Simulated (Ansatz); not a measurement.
System: C4H8, charge 0, multiplicity 1. SMILES: C/C=C/C
Coordinates optimised at B3LYP-D3(BJ)/def2-TZVP (Ansatz, a quantum-chemistry and plane-wave program):
```xyz
12

C     -1.9511     0.1325    -0.0440
C     -0.5069     0.2933     0.3131
C      0.5069    -0.2933    -0.3131
C      1.9511    -0.1325     0.0440
H     -2.0781    -0.5365    -0.8965
H     -2.4059     1.0950    -0.2963
H     -2.5235    -0.2738     0.7952
H     -0.2899     0.9466     1.1559
H      0.2899    -0.9466    -1.1559
H      2.0781     0.5365     0.8965
H      2.5235     0.2738    -0.7952
H      2.4059    -1.0950     0.2963
```
Charge 0, spin multiplicity 1.

Wanted: enthalpy of formation at 298 K, in kcal/mol. Conventions: valence correlation only; no spin-orbit coupling; 6-311+G** with 5d; six Cartesian d functions in 6-31G* and its kin unless marked 5d; no dispersion term unless named; LANL2DZ all-electron up to Ne; open shells spin-unrestricted; non-relativistic. CBS(X,Y): correlation extrapolated as X^-3; Hartree-Fock from the larger set. [CCSD(T)-MP2]/basis is that difference in the basis named. First-principles rows: single points at B3LYP-D3(BJ) geometries (Ansatz), with unscaled harmonic terms from B3LYP/6-31G* at its own minima, enthalpies of formation by atomisation with measured atoms.

Measured values: Active Thermochemical Tables 1.112 (ions: stationary electron), as tabulated in the package chemicals; they hold spin-orbit and core effects, anharmonicity. 

Value to compare with, the measured value: -2.7 kcal/mol.

```tsv
level	program	enthalpy of formation at 298 K (kcal/mol)	error
B3LYP/STO-3G	Ansatz	-211.4	-208.7
B3LYP/3-21G	Ansatz	11.9	14.6
B3LYP/LANL2DZ	Ansatz	28.4	31.1
B3LYP/6-31G	Ansatz	17.1	19.8
B3LYP/6-31G*	Ansatz	1.7	4.4
B3LYP/6-31+G*	Ansatz	10.3	13.0
B3LYP/6-31G**	Ansatz	-5.6	-2.9
B3LYP/def2-SVP	Ansatz	-2.8	-0.1
B3LYP/cc-pVDZ	Ansatz	18.6	21.3
B3LYP/6-311+G**	Ansatz	8.8	11.5
B3LYP/def2-TZVPD	Ansatz	4.0	6.7
RI-MP2/CBS(aug-cc-pVTZ,aug-cc-pVQZ)+[CCSD(T)-MP2]/aug-cc-pVTZ	Ansatz	-0.2	2.5
```

Among the 10 habitual levels, B3LYP/STO-3G lies farthest from the measured value (-208.7 kcal/mol) and B3LYP/def2-SVP nearest (-0.1); 7 of 10 lie above it, and their mean absolute error is 32.7 kcal/mol, the median 13.8. One case shows no general order.

The sets are all those run for this method; runs whose electronic state is in doubt are left out.
